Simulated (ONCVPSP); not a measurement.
Before and after: ONCV potential for Zr

```
Element                 : Zr (Z = 40)
Generator               : ONCVPSP 4.0.1
Type                    : optimised norm-conserving Vanderbilt (ONCV)
Functional              : PBE
Relativity              : scalar-relativistic
Frozen core             : [Kr]
Valence charge          : 4
Reference configuration : 4d2 5s1 5p1
Partial waves           : 5s: rc 3.00 bohr, ncon 3, nbas 7, qcut 2 1/bohr, 2 projectors, debl 2.2 Ha; 5p: rc 4.00 bohr, ncon 4, nbas 8, qcut 1.8 1/bohr, 3 projectors, debl 0.8 Ha; 4d: rc 2.45 bohr, ncon 4, nbas 9, qcut 5 1/bohr, 2 projectors, debl 3.1 Ha
Local potential         : polynomial inside 1.70 bohr (lpopt 5, dvloc0 0 Ha)
Core correction         : none
```

All-electron outer shells of the reference configuration (PBE, scalar-relativistic, ld1.x):

```
shell  level (eV)  outermost node (bohr)  outermost maximum (bohr)
   4s      -55.74                   0.55                      1.08
   4p      -33.70                   0.56                      1.17
   5s       -5.16                   1.46                      3.11
   4d       -4.65                   0.58                      1.59
   5p       -2.04                   1.69                      4.05
```

Change: p: qcut 2.6.

Cutoffs: the cutoffs (Ha) at which the residual kinetic energy of the hardest occupied pseudo-wave falls to 1 and 0.1 mHa per electron; they do not see the model core or the augmentation charge, which bear on the density cutoff. Errors are all-electron minus pseudo energies relative to the spin-unpolarised reference configuration.

Q: How do hardness, ghosts and transferability respond?

A: The potential gets neither clearly harder nor softer (10 Ha and 12 Ha → 10 Ha and 12 Ha); both files keep a bound ghost (s); of the 3 tests that both files solve, the error grows in 2 and shrinks in 1 by more than 15 % and 0.3 meV (median size 4.1 → 3.5 meV).

| quantity | base | changed |
| --- | --- | --- |
| cutoff, loose | 10 Ha | 10 Ha |
| cutoff, tight | 12 Ha | 12 Ha |
| loose cutoff by channel | s 2.2 Ha, p 1.1 Ha, d 10 Ha | s 2.2 Ha, p 1.5 Ha, d 10 Ha |
| bound ghosts | s | s |
| GHOST(+) flags under 300 eV | p at 42.4 eV | p at 37.8 eV |
| tests with a reliable result | 3 of 4 | 3 of 4 |
| error for 4d2 5s2 5p0, meV [ΔE -3.04 eV] | +7.3 | +3.5 |
| error for 4d2 5s1 5p0, meV [ΔE 4.10 eV] | +1.2 | +1.8 |
| error for 4d3 5s1 5p0, meV [ΔE -1.85 eV] | -4.1 | -11 |
| s: phases at 3.04 bohr within 0.05 rad from the reference energy up to (Ha; the scan ends near 5) | -0.1 | -0.1 |
| p: phases at 4.07 bohr within 0.05 rad from the reference energy up to (Ha; the scan ends near 5) | 3.0 | 3.0 |
| d: phases at 2.49 bohr within 0.05 rad from the reference energy up to (Ha; the scan ends near 5) | 1.1 | 1.1 |

 A true bound ghost makes a file unfit for plane-wave use even where its test errors are small: the radial tests pick states by their node count and pass the ghost by.
